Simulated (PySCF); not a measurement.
C3H6N2Si, SMILES C1=NCN=C[SiH2]1.

The structure is a stationary point at B3LYP-D3(BJ)/def2-SVP. The structure was generated by enumeration, and PubChem lists no compound with its InChIKey, so it may never have been made. The values are those of a single conformer.

All values below come from TDDFT-PBE/def2-SVPD (PySCF).

Vertical excitations. Isolated molecule, no solvent. State labels are in the subgroup C2v.

| state | symmetry | energy (eV) | λ (nm) | f | main pairs |
|---|---|---|---|---|---|
| S1 | B1 | 3.04 | 408 | 0.000 | HOMO→LUMO 99 % |
| S2 | A2 | 3.22 | 385 | 0.000 | HOMO→LUMO+1 99 % |
| S3 | A2 | 4.61 | 269 | 0.000 | HOMO−1→LUMO 98 % |
| S4 | B2 | 4.88 | 254 | 0.000 | HOMO→LUMO+3 100 % |
| S5 | B1 | 4.89 | 253 | 0.000 | HOMO−1→LUMO+1 99 % |
| S6 | A1 | 4.91 | 252 | 0.017 | HOMO→LUMO+2 96 % |
| S7 | B2 | 5.34 | 232 | 0.004 | HOMO−2→LUMO 91 % |
| S8 | B2 | 5.69 | 218 | 0.003 | HOMO→LUMO+4 98 % |
| S9 | A1 | 5.74 | 216 | 0.099 | HOMO−2→LUMO+1 72 %, HOMO−3→LUMO 24 % |
| S10 | B2 | 5.92 | 209 | 0.002 | HOMO→LUMO+5 100 % |
| T1 | B1 | 2.63 | 472 | 0 | HOMO→LUMO 99 % |
| T2 | A2 | 2.83 | 439 | 0 | HOMO→LUMO+1 98 % |
| T3 | A2 | 4.19 | 296 | 0 | HOMO−1→LUMO 97 % |
| T4 | B1 | 4.35 | 285 | 0 | HOMO−1→LUMO+1 98 % |
Triplets are in the Tamm–Dancoff approximation, which puts them higher than full response would, so one can lie above its singlet here.
